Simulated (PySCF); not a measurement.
Species: C₆H₁₀OSSi₂.
SMILES with atom numbers: `[cH:1]1[cH:2][s:3][c:4]([Si@H:5]2[CH2:6][CH2:7][SiH2:8][O:9]2)[cH:10]1`

NICS = −σ at a ghost point: NICS(0) at the centroid of the ring atoms, NICS(1) 1 Å to either side along the normal of their mean plane, zz for the tensor component along that normal. Level: GIAO PBE0/pcSseg-1 (PySCF, non-relativistic, gas phase) on the PBE0-D3(BJ)/def2-SVP geometry, one conformer.

Rings: 1. C1–C2–S3–C4–C10; 2. Si5–C6–C7–Si8–O9.

| set | NICS(0) | NICS(1), two faces | NICS(1)zz, two faces |
| --- | --- | --- | --- |
| P | -12.8 | -12.1 / -11.9 | -28.3 / -28.9 |
| Q | -5.0 | -2.9 / -2.9 | -3.0 / -2.3 |

Which set (ppm) belongs to which ring?

P = 1, Q = 2.
- 1 (5-membered ring with S; formal bonds all aromatic): mean NICS(1)zz -28.6 ppm, shielded. The ring is flat and has no four-coordinate atom; by the NICS criterion it is aromatic.
- 2 (5-membered ring with O and 2 Si; formal bonds all single): mean NICS(1)zz -2.6 ppm, near zero. Si5, C6, C7, Si8 have four or more neighbours, and the NICS criterion for π rings isn't applied.

How do the rings differ in shape?

| ring | bond lengths (Å) | rms pucker (Å) | HOMA | nearest outside atom to a NICS(1) probe (Å) |
| --- | --- | --- | --- | --- |
| 1 | 1.371, 1.715, 1.726, 1.381, 1.422 | 0.00 | 0.85 | hydrogen 2.52 |
| 2 | 1.893, 1.545, 1.895, 1.684, 1.680 | 0.18 | – | hydrogen 1.60 |

HOMA = 1 − mean of α(R − Ropt)² over the ring bonds, with Krygowski's 1993 parameters (CC: Ropt 1.388 Å, α 257.7 Å⁻²; CS: Ropt 1.677 Å, α 94.09 Å⁻²). A dash marks a ring with a four-coordinate atom, a triple bond, no multiple bond or a kind of bond without parameters.

On one thread of an Arm Neoverse V2, shared host with 96 logical CPUs at a one-minute load of 52, this took 57 s of wall time (with the writing of density and orbital grids) and 1.4 GiB of memory at its peak. This is the whole shielding run at PBE0/pcSseg-1, SCF included.
